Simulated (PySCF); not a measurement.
Selenium: a sound run and one with changed settings

Sound run: Se⁺ [Ar] 3d10 4s2 4p3, Se²⁺ [Ar] 3d10 4s2 4p2. Calculation: PySCF 2.14, in Sapporo-DKH3-DZP-2012; scalar relativity by spin-free X2C-1e. In the sound run the correlated levels freeze [Ar] 3d10. The sound run starts from symmetry-adapted Hartree-Fock orbitals and uses a fine grid where one is needed.

Changed run: the non-relativistic Hamiltonian (point nucleus). This setting is unsound on purpose.

```
species   method  sound run (hartree)  changed run (hartree)  converged
    Se⁺      UHF          -2427.69846            -2381.86213        yes
    Se⁺   r2SCAN          -2429.38714            -2383.57642        yes
    Se⁺      LDA          -2425.81094            -2380.03468        yes
    Se⁺      MP2          -2427.75699            -2381.92166        yes
    Se⁺  CCSD(T)          -2427.77246            -2381.93799        yes
   Se²⁺      UHF          -2426.93063            -2381.09330        yes
   Se²⁺   r2SCAN          -2428.59198            -2382.78021        yes
   Se²⁺      LDA          -2425.02011            -2379.24250        yes
   Se²⁺      MP2          -2426.97497            -2381.13862        yes
   Se²⁺  CCSD(T)          -2426.99186            -2381.15683        yes
```

Ionisation energy of Se⁺:

```tsv
method	sound run (eV)	changed run (eV)
UHF	20.894	20.921
r2SCAN	21.637	21.666
LDA	21.519	21.556
MP2	21.280	21.307
SCS-MP2	21.154	21.181
CCSD	21.236	21.252
CCSD(T)	21.241	21.257
```

Most of the change in total energy is the relativistic energy itself. On top of that the contraction fixes the core shape for the Hamiltonian it was made with, so the changed run is not a good calculation with the other Hamiltonian either.

For comparison, NIST gives 21.196 ± 0.01 eV between the lowest levels.
